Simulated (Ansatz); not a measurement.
Born–Oppenheimer molecular dynamics of GaH4NO (7 atoms, charge 0, multiplicity 1). It starts from a relaxed structure.

The calculation used RKS r2SCAN-D4/def2-SVP in Ansatz 0.2.0.

```yaml
ensemble: NVE (velocity Verlet)
time_step: 0.5 fs
steps_asked: 150
starting_velocities_drawn_for: 700 K
seed: 144048
```

First frame:

```xyz
7
Properties=species:S:1:pos:R:3
Ga 0.060 -0.015 -0.001
H -0.099 0.472 1.462
N 1.598 0.042 -0.937
H 1.670 -0.284 -1.895
H 2.481 0.394 -0.586
O -1.273 -0.705 -0.974
H -2.114 -0.751 -0.504
```

Question: How far do the bonds stretch over the last three quarters of this one trajectory? (Pairs bonded in most of those frames.)

Answer: 
```tsv
bond	mean (Å)	spread (Å)	shortest	longest
Ga1–H2	1.558	0.022	1.53	1.59
Ga1–N3	1.822	0.046	1.76	1.89
Ga1–O6	1.790	0.007	1.78	1.80
N3–H4	1.020	0.021	0.98	1.05
N3–H5	1.022	0.041	0.96	1.08
O6–H7	0.967	0.023	0.93	1.00
```

Mean temperature of the second half: 373 K. The conserved energy stayed within 0.58 meV per atom of its start (net change 0.25 meV per atom), so the integration is sound. Over the second half the temperature averaged 0.53 of the 700 K drawn at the start: a run that starts near a minimum puts about half its kinetic energy into the potential. A run of 0.075 ps of so small a system gives no equilibrium averages.

Time of the run: 4.9 min on 2 threads of Arm Neoverse V1, with other jobs on the host, peak memory 0.11 GiB.
